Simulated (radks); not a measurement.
Question: These are the eigenvalues of the occupied orbitals of an atom or ion with whole-number occupations (hartree). All-electron calculation, Dirac Kohn-Sham, PBE, spin-unpolarised, spherical densities, finite nucleus; Fermi nuclear charge, rms radius of each element as measured or else 0.836 A^(1/3) + 0.57 fm. Program: a radial shooting solver on a logarithmic mesh with Libxc functionals.

| orbital | eigenvalue |
|---|---|
| 1s1/2 | -2549.344 |
| 2s1/2 | -439.7140 |
| 2p1/2 | -420.5752 |
| 2p3/2 | -370.8655 |
| 3s1/2 | -101.2465 |
| 3p1/2 | -92.70190 |
| 3p3/2 | -81.95297 |
| 3d3/2 | -67.53370 |
| 3d5/2 | -65.19605 |
| 4s1/2 | -20.86801 |
| 4p1/2 | -17.32048 |
| 4p3/2 | -14.82962 |
| 4d3/2 | -8.99605 |
| 4d5/2 | -8.53707 |
| 5s1/2 | -2.87875 |
| 5p1/2 | -1.82983 |
| 5p3/2 | -1.47024 |
| 4f5/2 | -1.24181 |
| 4f7/2 | -1.15961 |
| 6s1/2 | -0.20585 |
| 5d3/2 | -0.17082 |

Which element is it, and in what charge state? The configuration may be excited.

Answer: Z = 74, tungsten, charge 0: W in [Xe] 4f14 5d(3/2: 4, 5/2: 0) 6s2. The list shows which subshells hold electrons but not how many an open one holds; the 1s level, -2549.3 hartree, gives Z - s = 71.4 by -(Z - s)^2/2, which with screening and relativity narrows Z to a few neighbours, and the depths of the outer levels then fix element, charge and occupations together.
